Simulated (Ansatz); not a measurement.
CCl$_{2}$GeN (`N#[C][Ge]([Cl])[Cl]`) radical, relaxed with UKS PBE0-D4/def2-TZVP in Ansatz from a PBE-D4/def2-SVP geometry. The force threshold is 0.005 eV/Å; the program also tests the step.

Total charge 0; spin multiplicity 2.

Start:

```xyz
5

N     0.491    2.351    0.095
C     0.126    1.238   -0.012
Ge   -0.643   -0.535   -0.270
Cl   -0.739   -1.435    1.711
Cl    0.766   -1.619   -1.524
```

```csv
step,energy (eV),largest force (eV/Å),largest move (Å)
1,-84074.7424,1.721,0.000
2,-84074.8049,0.138,0.031
3,-84074.8064,0.026,0.009
4,-84074.8065,0.011,0.002
5,-84074.8065,0.008,0.001
6,-84074.8065,0.004,0.002
```

End:

```xyz
5

N     0.474    2.328    0.088
C     0.132    1.232   -0.009
Ge   -0.616   -0.527   -0.257
Cl   -0.735   -1.426    1.676
Cl    0.744   -1.607   -1.499
```

Run time 45 s (4 threads of an AMD EPYC 7R43 on a shared host); peak host memory 0.73 GiB.
